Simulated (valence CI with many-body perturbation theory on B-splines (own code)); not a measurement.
**Level structure of Cs VI**

Method: relativistic CI+MBPT: four valence electrons over a frozen Dirac-Fock core [Kr] 4d10, a basis of 11 s, 11 p, 9 d, 7 f, 5 g, 2 h, 1 i functions for each j, with the one-electron correlation potential Σ1, the two-electron term Σ2, the three-electron term Σ3, Breit, model QED; selected CI, second order for the rest, scaled by the run's own slope (own B-spline code, finite nucleus).

Against 29 measured levels this calculation errs by 322 cm⁻¹ on average and by 678 at most. These come from a selection out of Sansonetti, J. Phys. Chem. Ref. Data 38, 761 (2009). Levels without a partner in it may be off by more, other configurations by several thousand cm⁻¹.

Levels 1 to 45 of 81, with energies above the lowest level, 5s²5p² ³P_0. "Leading %" is the weight of the configuration and term that name the level; weights of strongly mixed levels are sums over their largest components and can fall short.

| No. | Configuration | Term | J | E (cm⁻¹) | Leading % | Second component | g |
| --- | --- | --- | --- | --- | --- | --- | --- |
| 1 | 5s²5p² | ³P | 0 | 0.0 | 86 | 11 % 5s²5p² ¹S |  |
| 2 | 5s²5p² | ³P | 1 | 12158 | 97 |  | 1.501 |
| 3 | 5s²5p² | ³P | 2 | 17636 | 61 | 36 % 5s²5p² ¹D | 1.313 |
| 4 | 5s²5p² | ¹D | 2 | 35079 | 60 | 36 % 5s²5p² ³P | 1.188 |
| 5 | 5s²5p² | ¹S | 0 | 52494 | 84 | 11 % 5s²5p² ³P |  |
| 6 | 5s5p³ | ⁵S° | 2 | 106510 | 91 | 7 % 5s5p³ ³P° | 1.957 |
| 7 | 5s5p³ | ³D° | 1 | 131600 | 74 | 12 % 5s5p³ ³P° | 0.658 |
| 8 | 5s5p³ | ³D° | 2 | 132890 | 72 | 13 % 5s5p³ ³P° | 1.247 |
| 9 | 5s5p³ | ³D° | 3 | 137840 | 90 | 8 % 5s²5p5d ³D° | 1.333 |
| 10 | 5s5p³ | ³P° | 0 | 152480 | 91 | 6 % 5s²5p5d ³P° |  |
| 11 | 5s5p³ | ³P° | 1 | 154080 | 75 | 12 % 5s5p³ ³D° | 1.386 |
| 12 | 5s5p³ | ³P° | 2 | 154690 | 41 | 23 % 5s5p³ ¹D° | 1.289 |
| 13 | 5s5p³ | ¹D° | 2 | 168690 | 32 | 28 % 5s5p³ ³P° | 1.153 |
| 14 | 4f5s²5p | ³G | 3 | 174250 | 54 | 38 % 4f5s²5p ¹F | 0.870 |
| 15 | 5s5p³ | ³S° | 1 | 176320 | 62 | 27 % 5s5p³ ¹P° | 1.663 |
| 16 | 4f5s²5p | ³F | 3 | 177490 | 46 | 23 % 4f5s²5p ³D | 1.097 |
| 17 | 4f5s²5p | ³G | 4 | 178810 | 48 | 39 % 4f5s²5p ³F | 1.126 |
| 18 | 4f5s²5p | ³F | 2 | 179170 | 77 | 12 % 4f5s²5p ³D | 0.753 |
| 19 | 5s²5p5d | ³F° | 2 | 181860 | 85 | 8 % 5s5p³ ¹D° | 0.710 |
| 20 | 5s²5p5d | ³F° | 3 | 187400 | 88 | 4 % 5s²5p5d ³D° | 1.094 |
| 21 | 4f5s²5p | ³G | 3 | 190520 | 34 | 33 % 4f5s²5p ¹F | 0.941 |
| 22 | 4f5s²5p | ³F | 4 | 192430 | 54 | 42 % 4f5s²5p ³G | 1.162 |
| 23 | 4f5s²5p | ³G | 5 | 194070 | 96 |  | 1.200 |
| 24 | 5s5p³ | ¹P° | 1 | 194950 | 46 | 24 % 5s5p³ ³S° | 1.261 |
| 25 | 4f5s²5p | ³D | 3 | 196760 | 70 | 19 % 4f5s²5p ³F | 1.257 |
| 26 | 5s²5p5d | ³P° | 2 | 198050 | 44 | 21 % 5s²5p5d ³D° | 1.284 |
| 27 | 4f5s²5p | ³D | 2 | 198210 | 76 | 16 % 4f5s²5p ³F | 1.074 |
| 28 | 5s²5p5d | ³F° | 4 | 199110 | 96 |  | 1.250 |
| 29 | 5s²5p5d | ³D° | 1 | 200290 | 59 | 16 % 5s²5p5d ³P° | 0.796 |
| 30 | 4f5s²5p | ³D | 1 | 200480 | 96 |  | 0.498 |
| 31 | 4f5s²5p | ¹G | 4 | 205330 | 86 | 6 % 4f5s²5p ³G | 1.011 |
| 32 | 4f5s²5p | ¹D | 2 | 208630 | 83 | 9 % 4f5s²5p ³D | 1.005 |
| 33 | 5s²5p5d | ³D° | 2 | 210280 | 36 | 35 % 5s²5p5d ¹D° | 1.055 |
| 34 | 5s²5p5d | ³D° | 3 | 212630 | 74 | 7 % 5s²5p5d ¹F° | 1.290 |
| 35 | 5s²5p5d | ³P° | 0 | 213230 | 89 | 6 % 5s5p³ ³P° |  |
| 36 | 5s²5p5d | ³P° | 1 | 214550 | 65 | 20 % 5s²5p5d ³D° | 1.259 |
| 37 | 5s²5p5d | ³P° | 2 | 216450 | 43 | 27 % 5s²5p5d ³D° | 1.308 |
| 38 | 5s²5p5d | ¹F° | 3 | 227080 | 84 | 9 % 5s²5p5d ³D° | 1.034 |
| 39 | 5s²5p5d | ¹P° | 1 | 232570 | 70 | 10 % 5s5p³ ¹P° | 0.984 |
| 40 | 5s²5p6s | ³P° | 0 | 242780 | 96 |  |  |
| 41 | 5s²5p6s | ³P° | 1 | 244300 | 72 | 20 % 5s²5p6s ¹P° | 1.377 |
| 42 | 5s²5p6s | ³P° | 2 | 261530 | 96 |  | 1.501 |
| 43 | 5p⁴ | ³P | 2 | 264770 | 52 | 23 % 5s5p²5d ³P | 1.399 |
| 44 | 5s²5p6s | ¹P° | 1 | 264830 | 71 | 23 % 5s²5p6s ³P° | 1.118 |
| 45 | 4f5s5p² | ⁵G° | 2 | 269590 | 86 | 5 % 4f5s5p² ⁵F° | 0.404 |

Names give the largest LS component (configuration and term), which can be under half, so a name can repeat, a term be missing and a line seem to break the LS rules; names also repeat where a configuration has a term twice.

The ionisation energy to 5s²5p ²P°1/2 of the next ion comes out as 70.445 eV (NIST: 69.1 ± 2 eV (theoretical)). All 81 levels together are meant to be complete up to 296830 cm⁻¹.
